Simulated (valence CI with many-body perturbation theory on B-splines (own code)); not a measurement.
**Zr33+: one-electron terms**

Computed by valence CI with perturbative core correlation (CI+MBPT): five valence electrons over a frozen Dirac-Fock core [He], a basis of 9 s, 9 p, 8 d, 6 f, 3 g, 1 h functions for each j, with the one-electron correlation potential Σ1, the two-electron term Σ2, the three-electron term Σ3, Breit, model QED; selected CI, second order for the rest (own B-spline code, finite nucleus).

No measured spectrum was set against this ion. As an estimate, large intervals hold to a few tenths of a per cent, small ones and those within an open d or f shell to about a per cent. Among the levels kept, up to 1500 cm⁻¹ of a level comes from second order outside the variational space, and about a tenth of that is noise between levels of different J, which matters for small intervals.

These are the spectroscopic orbitals of the CI (the correlating ones are not listed), shaped by the core and the other valence electrons. h is the expectation value of the core's Dirac-Fock operator, without the valence repulsion; Σ1 is computed up to l = 3 at one energy for each symmetry, that of its lowest orbital but kept below the first core excitation, so for empty shells it is not the orbital's own correlation shift; Breit and QED include the response of the core.

```tsv
Orbital	h (hartree)	Σ1 (cm⁻¹)	Breit (cm⁻¹)	QED (cm⁻¹)	⟨r⟩ (bohr)
2s1/2	-189.1	-1261	16166	15960	0.1550
3s1/2	-82.751	-295	4386	4467	0.3626
4s1/2	-46.101	-113	1741	1804	0.6601
5s1/2	-29.329	-55.7	869	904	1.045
2p1/2	-186.05	-2957	31804	-600	0.1314
3p1/2	-81.844	-638	8445	-186	0.3426
4p1/2	-45.717	-241	3373	-76.9	0.6435
5p1/2	-29.133	-118	1686	-39.0	1.032
2p3/2	-182.21	-2567	13179	979	0.1352
3p3/2	-80.712	-555	3461	249	0.3480
4p3/2	-45.242	-210	1465	99	0.6507
5p3/2	-28.891	-103	732	49.7	1.040
3d3/2	-80.23	-235	267	-55.1	0.2985
4d3/2	-45.038	-100	144	-20.1	0.6044
5d3/2	-28.786	-51.2	77.0	-9.7	0.9974
3d5/2	-79.888	-224	85.9	92.1	0.3003
4d5/2	-44.893	-94.8	46.2	41.1	0.6066
5d5/2	-28.712	-48.6	23.6	21.5	1.000
4f5/2	-44.775	-18.6	1.3	-15.5	0.5259
5f5/2	-28.657	-10.5	1.1	-7.8	0.9211
4f7/2	-44.706	-18.3	0.4	12.9	0.5271
5f7/2	-28.622	-10.3	0.3	6.8	0.9224
5g7/2	-28.603		0.0	-4.8	0.8069
5g9/2	-28.582		0.0	3.8	0.8077
```

Among the shells of the start configuration 2s2 2p3, Σ1 is largest in size for 2p1/2, where it is 0.0072 % of h.

Lowest root of each symmetry, sizes in configuration state functions:

```csv
J,Parity,Roots,Reference,Variational,Second order,Change by selected CI (cm⁻¹),Change by second order (cm⁻¹)
1/2,even,15,59,39991,376900,-32919,-83
3/2,even,20,86,40000,771395,-32972,-519
5/2,even,17,79,40000,942095,-28852,-727
7/2,even,7,46,39982,827055,-36438,-445
9/2,even,3,22,39987,539187,-37919,-112
1/2,odd,13,58,39999,338745,-29800,-60
3/2,odd,19,87,39994,597391,-28099,-220
5/2,odd,12,72,39989,694179,-29426,-364
7/2,odd,5,44,39993,617751,-36222,-406
9/2,odd,2,17,36049,298806,-26827,-46
11/2,odd,1,4,29138,198612,-36522,-25
```
